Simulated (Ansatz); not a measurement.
C₂H₁₀AlBSi, SMILES `C[SiH2][B](C)[AlH2]`. Charge 0, multiplicity 1. Geometry: relaxed with PBE0-D4/def2-TZVP. It is one conformer, not always the lowest.

```xyz
15

C    -1.648   -0.874    1.471
Si   -1.262   -0.243   -0.258
B     0.655    0.324   -0.573
C     0.917    1.294   -1.769
Al    2.099   -0.404    0.798
H    -2.692   -1.185    1.556
H    -1.467   -0.100    2.221
H    -1.026   -1.738    1.720
H    -2.221    0.849   -0.613
H    -1.493   -1.350   -1.241
H     0.164    1.288   -2.562
H     1.916    1.277   -2.210
H     0.822    2.283   -1.282
H     2.492    0.433    2.100
H     2.745   -1.855    0.643
```

What is the dipole moment at r2SCAN/def2-TZVPP? (An estimate is asked.)

Ansatz gave: 0.90 D, with components (-0.12, 0.79, -0.40) D in this frame, pointing from negative to positive charge.

And with PBE, B3LYP, ωB97M-V? (Best estimate.)

Ansatz gave: PBE 0.91 D, B3LYP 0.90 D, ωB97M-V 0.90 D.

Give the Mulliken charges with r2SCAN, ωB97M-V, PBE in def2-TZVPP. (Estimate.)

The calculation gave: 
| atom | r2SCAN | ωB97M-V | PBE |
| --- | --- | --- | --- |
| C1 | -0.32 | -0.48 | -0.39 |
| Si2 | 0.21 | 0.12 | 0.11 |
| B3 | 0.04 | -0.02 | 0.12 |
| C4 | -0.21 | -0.34 | -0.31 |
| Al5 | 0.36 | 0.31 | 0.20 |
| H6 | 0.08 | 0.12 | 0.11 |
| H7 | 0.08 | 0.13 | 0.11 |
| H8 | 0.07 | 0.11 | 0.10 |
| H9 | -0.09 | -0.04 | -0.07 |
| H10 | -0.08 | -0.04 | -0.07 |
| H11 | 0.07 | 0.12 | 0.11 |
| H12 | 0.06 | 0.11 | 0.10 |
| H13 | 0.07 | 0.12 | 0.11 |
| H14 | -0.16 | -0.11 | -0.12 |
| H15 | -0.16 | -0.11 | -0.11 |

B3LYP here is the variant with VWN-RPA as its local correlation; programs differ in this.
